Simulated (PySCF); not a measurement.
diethyl ether (C$_{4}$H$_{10}$O), singlet, geometry from GFN2-xTB; SVWN5/6-31G (PySCF).

PySCF was given this input:
```python
from pyscf import gto, scf, dft

mol = gto.M(
    atom='''
C     2.31099308    0.42947687   -0.10128155
C     0.80676931    0.65277486   -0.11329295
O     0.18012005   -0.51769505    0.36600134
C    -1.20070496   -0.39678232    0.60942448
C    -2.05442706   -0.30045813   -0.65468708
H     2.64565363    0.21459523    0.90971363
H     2.56088994   -0.41747000   -0.73389738
H     2.82210012    1.31514652   -0.46862766
H     0.54182713    1.50676941    0.53119730
H     0.47267038    0.88141791   -1.13611301
H    -1.39403805    0.47580067    1.25400926
H    -1.46353949   -1.30328974    1.16144758
H    -3.10574212   -0.36144243   -0.38710070
H    -1.81234563   -1.12013823   -1.32655824
H    -1.88421869    0.64010331   -1.17305903
''',
    basis='6-31g',
    verbose=4,
)

mf = dft.RKS(mol)
mf.xc = 'lda,vwn'
mf.DIIS = scf.EDIIS
mf.kernel()
```

It wrote (shortened):

```
PySCF version 2.14.0

[INPUT] verbose = 4
[INPUT] num. atoms = 15
[INPUT] num. electrons = 42
[INPUT] charge = 0
[INPUT] spin (= nelec alpha-beta = 2S) = 0
[INPUT] symmetry False subgroup None
[INPUT] Mole.unit = angstrom
[INPUT] Symbol           X                Y                Z      unit          X                Y                Z       unit  Magmom
[...]
nuclear repulsion = 191.929776568413
number of shells = 45
number of NR pGTOs = 150
number of NR cGTOs = 65
basis = 6-31g
ecp = {}

******** <class 'pyscf.dft.rks.RKS'> ********
method = RKS
initial guess = minao
damping factor = 0
level_shift factor = 0
DIIS = <class 'pyscf.scf.diis.EDIIS'>
diis_start_cycle = 1
diis_space = 8
diis_damp = 0
SCF conv_tol = 1e-09
SCF conv_tol_grad = None
SCF max_cycles = 50
direct_scf = True
direct_scf_tol = 1e-13
XC library pyscf.dft.libxc version 7.1.2
    S. Lehtola, C. Steigemann, M. J. T. Oliveira, and M. A. L. Marques,  SoftwareX 7, 1–5 (2018)
XC functionals = lda,vwn
    P. A. M. Dirac,  Math. Proc. Cambridge Philos. Soc. 26, 376 (1930)
    F. Bloch,  Z. Phys. 57, 545 (1929)
    S. H. Vosko, L. Wilk, and M. Nusair,  Can. J. Phys. 58, 1200 (1980)
radial grids:
    Treutler-Ahlrichs [JCP 102, 346 (1995); DOI:10.1063/1.469408] (M4) radial grids

becke partition: Becke, JCP 88, 2547 (1988); DOI:10.1063/1.454033
pruning grids: <function nwchem_prune>
grids dens level: 3
symmetrized grids: False
atomic radii adjust function: <function treutler_atomic_radii_adjust>
small_rho_cutoff = 0
Set gradient conv threshold to 3.16228e-05
Initial guess from minao.
tot grids = 168640
init E= -231.722387957947
[...]
cycle= 1 E= -231.400603117505  delta_E= 0.322  |g|= 0.737  |ddm|= 3.26
[...]
cycle= 2 E= -231.094147432629  delta_E= 0.306  |g|=  1.4  |ddm|= 3.11
[...]
cycle= 3 E= -231.480581786502  delta_E= -0.386  |g|= 0.518  |ddm|= 2.77
[...]
cycle= 4 E= -231.480581793826  delta_E= -7.32e-09  |g|= 0.518  |ddm|= 3.82e-08
[...]
cycle= 5 E= -231.48058178631  delta_E= 7.52e-09  |g|= 0.518  |ddm|= 3.92e-08
[...]
cycle= 6 E= -231.480581786639  delta_E= -3.29e-10  |g|= 0.518  |ddm|= 1.72e-09
[...]
cycle= 7 E= -231.480581785593  delta_E= 1.05e-09  |g|= 0.518  |ddm|= 5.47e-09
[...]
cycle= 8 E= -231.480581789487  delta_E= -3.89e-09  |g|= 0.518  |ddm|= 2.03e-08
[...]
cycle= 9 E= -231.480581762425  delta_E= 2.71e-08  |g|= 0.518  |ddm|= 1.41e-07
[...]
cycle= 10 E= -231.463723123271  delta_E= 0.0169  |g|= 0.54  |ddm|= 0.327
[...]
cycle= 11 E= -231.303014363649  delta_E= 0.161  |g|= 1.06  |ddm|= 2.13
[...]
cycle= 12 E= -231.505445306637  delta_E= -0.202  |g|= 0.376  |ddm|=    2
[...]
cycle= 13 E= -231.505445303841  delta_E= 2.8e-09  |g|= 0.376  |ddm|= 7.55e-08
[...]
cycle= 14 E= -231.505445322663  delta_E= -1.88e-08  |g|= 0.376  |ddm|= 1.92e-07
[...]
cycle= 15 E= -231.505445312904  delta_E= 9.76e-09  |g|= 0.376  |ddm|= 1.17e-07
[...]
cycle= 16 E= -231.505445311429  delta_E= 1.47e-09  |g|= 0.376  |ddm|= 3.57e-08
[...]
cycle= 17 E= -231.505445321818  delta_E= -1.04e-08  |g|= 0.376  |ddm|= 1.09e-07
[...]
cycle= 18 E= -231.468442922281  delta_E= 0.037  |g|= 0.575  |ddm|= 0.232
[...]
cycle= 19 E= -231.488064500865  delta_E= -0.0196  |g|= 0.437  |ddm|= 0.458
[...]
cycle= 20 E= -231.356070638285  delta_E= 0.132  |g|= 0.947  |ddm|= 1.77
[...]
cycle= 21 E= -231.51030596709  delta_E= -0.154  |g|= 0.32  |ddm|= 1.68
[...]
cycle= 22 E= -231.51030596601  delta_E= 1.08e-09  |g|= 0.32  |ddm|= 1.02e-08
[...]
cycle= 23 E= -231.510305967221  delta_E= -1.21e-09  |g|= 0.32  |ddm|= 1.56e-08
[...]
cycle= 24 E= -231.510305967101  delta_E= 1.19e-10  |g|= 0.32  |ddm|= 1.54e-08
[...]
cycle= 25 E= -231.510305966191  delta_E= 9.1e-10  |g|= 0.32  |ddm|= 7.64e-09
[...]
cycle= 26 E= -231.51030596603  delta_E= 1.62e-10  |g|= 0.32  |ddm|= 1.83e-09
[...]
cycle= 27 E= -231.475914022993  delta_E= 0.0344  |g|= 0.537  |ddm|= 0.371
[...]
cycle= 28 E= -231.499815588657  delta_E= -0.0239  |g|= 0.384  |ddm|= 0.407
[...]
cycle= 29 E= -231.412888840853  delta_E= 0.0869  |g|= 0.787  |ddm|= 1.43
[...]
cycle= 30 E= -231.516240667196  delta_E= -0.103  |g|= 0.268  |ddm|= 1.31
[...]
cycle= 31 E= -231.516240661032  delta_E= 6.16e-09  |g|= 0.268  |ddm|= 5.46e-08
[...]
cycle= 32 E= -231.516240667646  delta_E= -6.61e-09  |g|= 0.268  |ddm|= 5.77e-08
[...]
cycle= 33 E= -231.516240666758  delta_E= 8.88e-10  |g|= 0.268  |ddm|= 9.21e-09
[...]
cycle= 34 E= -231.516240666803  delta_E= -4.55e-11  |g|= 0.268  |ddm|= 3.98e-09
[...]
cycle= 35 E= -231.516240673193  delta_E= -6.39e-09  |g|= 0.268  |ddm|= 6.51e-08
[...]
cycle= 36 E= -231.498187571831  delta_E= 0.0181  |g|= 0.415  |ddm|= 0.335
[...]
cycle= 37 E= -231.50867349086  delta_E= -0.0105  |g|= 0.335  |ddm|= 0.315
[...]
cycle= 38 E= -231.460965451627  delta_E= 0.0477  |g|= 0.611  |ddm|= 1.11
[...]
cycle= 39 E= -231.525640307855  delta_E= -0.0647  |g|= 0.18  |ddm|= 0.961
[...]
cycle= 40 E= -231.525640307968  delta_E= -1.13e-10  |g|= 0.18  |ddm|= 1.58e-09
[...]
cycle= 41 E= -231.525640308858  delta_E= -8.9e-10  |g|= 0.18  |ddm|= 1.22e-08
[...]
cycle= 42 E= -231.525640308608  delta_E= 2.5e-10  |g|= 0.18  |ddm|= 3.4e-09
[...]
cycle= 43 E= -231.525640306842  delta_E= 1.77e-09  |g|= 0.18  |ddm|= 2.55e-08
[...]
cycle= 44 E= -231.525640307158  delta_E= -3.16e-10  |g|= 0.18  |ddm|= 4.74e-09
[...]
cycle= 45 E= -231.516827511223  delta_E= 0.00881  |g|= 0.279  |ddm|= 0.201
[...]
cycle= 46 E= -231.516466977141  delta_E= 0.000361  |g|= 0.279  |ddm|= 0.224
[...]
cycle= 47 E= -231.498577611489  delta_E= 0.0179  |g|= 0.423  |ddm|= 0.788
[...]
cycle= 48 E= -231.530438709078  delta_E= -0.0319  |g|= 0.102  |ddm|= 0.614
[...]
cycle= 49 E= -231.530438708781  delta_E= 2.97e-10  |g|= 0.102  |ddm|= 9.7e-09
[...]
cycle= 50 E= -231.530438709008  delta_E= -2.27e-10  |g|= 0.102  |ddm|= 6.83e-09
SCF not converged.
SCF energy = -231.530438709008
```

Convergence was not reached.
